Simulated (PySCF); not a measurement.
ammonium (H4N), SMILES [NH4+], charge +1. Geometry optimised at B3LYP-D3(BJ)/def2-TZVPD.

Level of theory: B3LYP-D3(BJ)/def2-TZVPD in PySCF.

Harmonic wavenumbers (cm⁻¹): 1481, 1481, 1481, 1720, 1720, 3361, 3460, 3460, 3460. Rotational constants (GHz): 178.9, 178.9, 178.9; symmetry number 12.

Work out the zero-point energy and the ideal-gas rigid-rotor harmonic-oscillator thermochemistry at 298.15 K and 1 atm.

ZPE = ½ Σ hcν = ½ × 21626 cm⁻¹ = 129.35 kJ/mol. H − E(el) = 139.32 kJ/mol. Entropy in J/(mol K): translation 144.82, rotation 40.81, vibration 0.20, total 185.83. G − E(el) = 83.91 kJ/mol. Cp = 34.55 J/(mol K).
